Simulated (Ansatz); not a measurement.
Geometry optimisation, Ansatz 0.2.0, RKS PBE0-D4/STO-3G.

input.yaml

```yaml
crystal:
  periodic: [false, false, false]
  atoms:
    - { symbol: Si, position_ang: [0.0, 0.0, 0.0] }
    - { symbol: Cl, position_ang: [0.0, 0.0, 2.13] }
    - { symbol: O, position_ang: [1.5842, 0.0, -0.5594] }
    - { symbol: H, position_ang: [1.9006, -0.9521, -0.6761] }
    - { symbol: Cl, position_ang: [-1.0032, 1.7381, -0.7093] }
    - { symbol: O, position_ang: [-0.7913, -1.3709, -0.5594] }
    - { symbol: Si, position_ang: [-1.673, -2.4329, 0.3983] }
    - { symbol: H, position_ang: [-1.2634, -2.287, 1.792] }
    - { symbol: H, position_ang: [-3.0964, -2.1323, 0.2761] }
    - { symbol: H, position_ang: [-1.4264, -3.8036, -0.0398] }
basis:
  gaussian: { orbitals: STO-3G }
hamiltonian:
  xc: pbe0
  dispersion: d4
relax:
  f_tol: 0.02
  max_steps: 40
```

Run as:

```bash
$ ansatz run input.yaml --threads 1 --pin off --max-ram 2048MiB --backend cpu --events-out ev --progress --plain --runs-dir out
```

Q: Where does it end, and by what steps?

A: It converged. Limits of this set-up: minimal basis. After 10 steps the energy has fallen by 0.275 eV; Cl5 moved furthest, 0.64 Å.

```tsv
step	energy less start (eV)	largest force component (eV/Å)	accepted
0	0.0000	1.201	yes
1	-0.1387	0.704	yes
2	-0.1738	0.356	yes
3	-0.2189	0.144	yes
4	-0.2440	0.272	yes
5	-0.2614	0.364	yes
6	-0.2698	0.194	yes
7	-0.2619	0.834	no
8	-0.2730	0.119	yes
9	-0.2745	0.046	yes
10	-0.2749	0.007	yes
```

```xyz
10
Properties=species:S:1:pos:R:3
Si 0.092 -0.179 0.029
Cl 0.436 0.102 2.099
O 1.454 0.196 -0.878
H 2.164 -0.471 -0.592
Cl -1.352 1.220 -0.571
O -0.373 -1.727 -0.251
Si -1.769 -2.438 0.426
H -1.694 -2.416 1.870
H -2.952 -1.732 -0.017
H -1.775 -3.796 -0.063
```

Whether the end is a true minimum wasn't checked by a vibrational analysis.

Time of the run: 45 s on 1 thread of Arm Neoverse V1 (shared host), peak memory 0.14 GiB.
